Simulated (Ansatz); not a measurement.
Two isomers of C2H8Si2: A = `[SiH3][SiH]1CC1`, B = `[SiH3]/C=C/[SiH3]`.

Computed with Ansatz on PBE0-D4/def2-TZVP structures; ΔE is electronic, products minus reactants. CCSD(T)/CBS is the MP2 limit (def2-TZVPP, def2-QZVPP) plus CCSD(T) − MP2 in def2-TZVPP, frozen cores. This one scheme is used for every species. DFT in def2-TZVPP. B3LYP here is the variant with VWN-RPA as its local correlation; programs differ in this.

Q: Which isomer does CCSD(T)/CBS put lower? Give the gap. (An estimate is asked.)

A: Ansatz gave: B, by 22.8 kJ/mol.

Q: Give E(B) − E(A) in kJ/mol with CCSD(T)/def2-TZVPP, HF/def2-TZVPP, B3LYP-D4, B2PLYP, r2SCAN-D4, B3LYP, CCSD/def2-TZVPP. (An estimate is asked.)

A: Ansatz gave: CCSD(T)/def2-TZVPP -23.8, HF/def2-TZVPP -62.4, B3LYP-D4 -28.8, B2PLYP -27.6, r2SCAN-D4 -4.2, B3LYP -28.9, CCSD/def2-TZVPP -26.9. None reverses the order clearly.

Largest T1 diagnostic: 0.012.

In def2-TZVPP, CCSD(T) changes the Hartree–Fock value by +38.6 kJ/mol (the triples alone add +3.0 kJ/mol) and MP2 by +44.8 kJ/mol.
